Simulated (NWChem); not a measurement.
# Correlation energy of H$_{3}$AlO$_{3}$

SMILES: [OH][Al]([OH])[OH]
```xyz
7

Al     0.0000     0.0000     0.0000
O      1.4664     0.8512     0.0000
H      1.5233     1.8076     0.0000
O     -1.4703     0.8444     0.0000
H     -2.3271     0.4157     0.0000
O      0.0038    -1.6956     0.0000
H      0.8033    -2.2235     0.0000
```
Charge 0, spin multiplicity 1.

The numbers come from NWChem runs, not from measurements. The geometry was optimised at PBE0/def2-SVP, a minimum by its harmonic frequencies. It is one conformer; others weren't searched.

Basis set: def2-SVP. Each correlation energy counts from its own Hartree-Fock reference.

| method | correlation energy (mHa) | difference from CCSD(T) |
|---|---|---|
| MP2 | -623.4 | +27.8 |
| CCSD | -639.4 | +11.8 |
| CCSD(T) | -651.2 | 0.0 |
| CCSD+T(CCSD) | -652.2 | -1.1 |
| CR-CCSD[T] | -649.4 | +1.8 |
| CR-CCSD(T) | -648.6 | +2.6 |
| SCS-MP2 | -604.8 | +46.4 |

The values span 47.4 mHa, from CCSD+T(CCSD) (lowest) to SCS-MP2 (highest). 

The correlated methods keep 8 core orbitals frozen. The structure started from a generated list of species. Coupled-cluster values serve here as a point of comparison, not as the truth.
